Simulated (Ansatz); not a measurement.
Stretching the Bi1–H2 bond in BiH3 (SMILES [BiH3]) (multiplicity 1 held, fragments rigid). Energies count from the point at 1.797 Å.
Geometry at that point (charge 0, multiplicity 1):
| atom | x (Å) | y (Å) | z (Å) |
|---|---|---|---|
| Bi | 0.0006 | -0.0011 | 0.0359 |
| H | -1.4703 | -0.2134 | -0.9736 |
| H | 0.9197 | -1.1034 | -1.0448 |
| H | 0.4970 | 1.4112 | -0.9575 |

Signs of static correlation in def2-TZVPP, with CASSCF(2,2), from Ansatz (an electronic-structure program) runs.

```
R (Å)  T1 of restricted CCSD  ⟨S²⟩ of UHF  largest double amplitude of restricted CCSD  weight of the CASSCF reference in MRCISD  CASSCF natural occupations
-----  ---------------------  -----------  -------------------------------------------  ----------------------------------------  --------------------------
1.437                  0.013        0.000                                        0.047                                     0.923                   1.98 0.02
1.617                  0.013        0.000                                        0.047                                     0.923                   1.97 0.03
1.797                  0.014        0.000                                        0.047                                     0.922                   1.96 0.04
1.976                  0.016        0.000                                        0.060                                     0.922                   1.94 0.06
2.156                  0.018        0.000                                   (withheld)                                     0.922                   1.92 0.08
2.425                  0.024        0.446                                        0.184                                     0.922                   1.86 0.14
2.695                  0.034        0.730                                        0.266                                     0.922                   1.77 0.23
3.144                  0.057        0.922                                        0.424                                     0.922                   1.57 0.43
3.593                  0.083        0.984                                   (withheld)                                     0.923                   1.37 0.63
4.132                  0.106        1.006                                        0.784                                     0.923                   1.19 0.81
4.851                  0.120        1.013                                        0.929                                     0.923                   1.08 0.92
5.749                  0.121        1.014                                        0.995                                     0.923                   1.02 0.98
```

Complete the blanks.


- 2.156, largest double amplitude of restricted CCSD: 0.097
- 3.593, largest double amplitude of restricted CCSD: 0.601

Doubts at one or more of the structures used: a restricted determinant that unrestricted orbitals would lower (R-CCSD(T)/def2-TZVPP); other coupled-cluster roots lie near (R-CCSD(T)/def2-TZVPP); T1 above 0.05 (R-CCSD(T)/def2-TZVPP, U-CCSD(T)/def2-TZVPP); a spin-contaminated determinant (U-CCSD(T)/def2-TZVPP).
